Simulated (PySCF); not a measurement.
Species: C₆H₅F₃OS.
SMILES with atom numbers: `[CH3:1][O:2][c:3]1[cH:4][cH:5][c:6]([C:7]([F:8])([F:9])[F:10])[s:11]1` (hydrogens: H12, H13, H14 on C1; H15 on C4; H16 on C5)

Computed, not measured: PBE0-D3(BJ)/def2-SVP geometry optimisation, gas phase in PySCF.

(1) What internal coordinates does the optimisation give?

Results:

(1) 
```json
{"bond": "C1–O2", "length (pm)": "140.7", "order": "single"}
{"bond": "O2–C3", "length (pm)": "133.0", "order": "single"}
{"bond": "C3–C4", "length (pm)": "137.6", "order": "aromatic"}
{"bond": "C4–C5", "length (pm)": "142.2", "order": "aromatic"}
{"bond": "C5–C6", "length (pm)": "136.6", "order": "aromatic"}
{"bond": "C6–C7", "length (pm)": "148.8", "order": "single"}
{"bond": "C7–F8, C7–F9, C7–F10", "length (pm)": "133.8", "order": "single"}
{"bond": "C6–S11", "length (pm)": "173.3", "order": "aromatic"}
{"bond": "C3–S11", "length (pm)": "173.4", "order": "aromatic"}
{"bond": "C1–H12, C1–H13, C1–H14", "length (pm)": "110.1", "order": "single"}
{"bond": "C4–H15", "length (pm)": "108.9", "order": "single"}
{"bond": "C5–H16", "length (pm)": "109.0", "order": "single"}
```

Bonds in one row agree within 1 pm and their mean is given. Orders are formal, as drawn. A selection of angles:
```json
{"angle": "C1–O2–C3", "degrees": "116.6"}
{"angle": "O2–C3–C4", "degrees": "131.0"}
{"angle": "O2–C3–S11", "degrees": "116.4"}
{"angle": "C4–C3–S11", "degrees": "112.6"}
{"angle": "C3–C4–C5", "degrees": "111.5"}
{"angle": "C4–C5–C6", "degrees": "113.2"}
{"angle": "C5–C6–C7", "degrees": "127.1"}
{"angle": "C5–C6–S11", "degrees": "112.0"}
{"angle": "C7–C6–S11", "degrees": "120.9"}
{"angle": "C6–C7–F8", "degrees": "112.4"}
{"angle": "F8–C7–F9", "degrees": "107.4"}
{"angle": "F8–C7–F10", "degrees": "106.4"}
{"angle": "C3–S11–C6", "degrees": "90.7"}
```

Dihedral angles: C1–O2–C3–C4 0° (synperiplanar); C5–C6–C7–F8 110° (anticlinal). The mirror-image conformer, all signs reversed, is as good.

The 5-membered ring C3–C4–C5–C6–S11 has internal angles of 90.7° to 113.2°; it is planar, 0.00 Å rms from its mean plane, widest ring torsion 0°. Of the pairs four or more bonds apart, C1···H15 is among the closest relative to their van der Waals radii: 2.72 Å, 94 % of the sum of Bondi's values. The 2 C–O bonds span 1.330 Å (O2–C3, drawn single) to 1.407 Å (C1–O2, drawn single), a spread of 0.077 Å. The 4 C–C bonds span 1.366 Å (C5–C6, aromatic) to 1.488 Å (C6–C7, drawn single), a spread of 0.122 Å.

Point group: near Cs, missed by 0.34 Å at most; the miss may be what the optimiser left on a soft mode. Whether it is a minimum is left open (no frequencies). The numbers are those of one conformer.
